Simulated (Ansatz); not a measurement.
A nudged elastic band was laid between two geometries of Cl3HOSn + H4Si (11 atoms, charge 0, multiplicity 1).

Theory: RKS PBE0/def2-SVP (Ansatz 0.2.0).

```json
{
 "movable images": "9",
 "climbing image": "yes",
 "spring": "5.0 eV/Å²",
 "optimiser": "quadratic models (default)",
 "start path": "through a guess of the saddle point",
 "force threshold": "0.05 eV/Å",
 "iteration limit": "51",
 "end points": "relaxed"
}
```

First end point:

```xyz
11
Properties=species:S:1:pos:R:3
Sn -0.346 0.587 -0.124
O -0.742 0.681 1.789
H -0.332 -0.054 2.268
Cl 1.915 0.924 -0.550
Cl -1.593 2.252 -1.134
Cl -0.939 -1.488 -1.000
Si 1.700 -2.878 1.471
H 0.744 -4.021 1.457
H 2.275 -2.654 0.117
H 2.787 -3.128 2.461
H 0.962 -1.644 1.896
```

Last end point:

```xyz
11
Properties=species:S:1:pos:R:3
Sn 0.395 -0.611 -0.291
O 0.377 -0.140 2.381
H -0.528 0.200 2.414
Cl 1.797 1.282 -0.053
Cl -1.806 0.154 0.132
Cl 0.359 -0.902 -2.631
Si 1.131 -2.740 0.929
H -0.011 -3.154 1.787
H 1.447 -3.784 -0.087
H 2.337 -2.382 1.724
H 0.934 0.652 2.345
```

**Question.** What changes between the two ends?

**Answer.** Bonds broken: Sn1–O2, Si7–H11. Bonds formed: Sn1–Si7, O2–H11. Cl3HOSn + H4Si becomes Cl3H3SiSn + H2O.

**Question.** Give the energies along the band, and the barrier.

**Answer.** The run converged. The highest image is number 3 of 0 to 10, 1.46 eV above the first end and 2.39 eV above the last; the last end lies 0.94 eV below the first. Neighbouring images differ by up to 1.4 eV, so the band resolves the path poorly. A vibrational analysis at the climbing image gives one clearly imaginary mode, 1394i cm⁻¹: a first-order saddle point. The orbitals stay closed-shell, which can raise the energy where a bond breaks towards radicals; this wasn't checked here.

```tsv
image	path coordinate (Å)	energy (eV)	Sn1–O2 (Å)	Si7–H11 (Å)	Sn1–Si7 (Å)
0	0.00	0.00	1.96	1.50	4.33
1	1.16	0.04	1.96	1.49	4.23
2	2.33	0.20	1.97	1.49	3.60
3	3.49	1.46	2.09	1.81	2.99
4	4.42	0.07	2.36	2.49	2.67
5	5.34	-0.45	2.61	3.04	2.57
6	6.27	-0.66	3.02	3.35	2.56
7	7.19	-0.75	3.15	3.51	2.57
8	8.12	-0.82	3.12	3.52	2.57
9	9.05	-0.89	2.90	3.59	2.56
10	9.97	-0.94	2.71	3.68	2.56
```

**Question.** What is the geometry of the highest image?

**Answer.** 
```xyz
11
Properties=species:S:1:pos:R:3
Sn 0.146 -0.098 -0.030
O -0.134 -0.013 2.039
H -0.938 0.275 2.506
Cl 2.229 0.673 -0.759
Cl -1.280 1.710 -0.464
Cl -0.870 -1.770 -1.329
Si 1.489 -2.457 1.228
H 0.630 -3.664 1.425
H 2.135 -2.539 -0.115
H 2.571 -2.410 2.261
H 0.454 -1.130 1.890
```

The run took 11 min on 4 threads of Arm Neoverse V2, with other jobs on the host, peak memory 0.5 GiB.
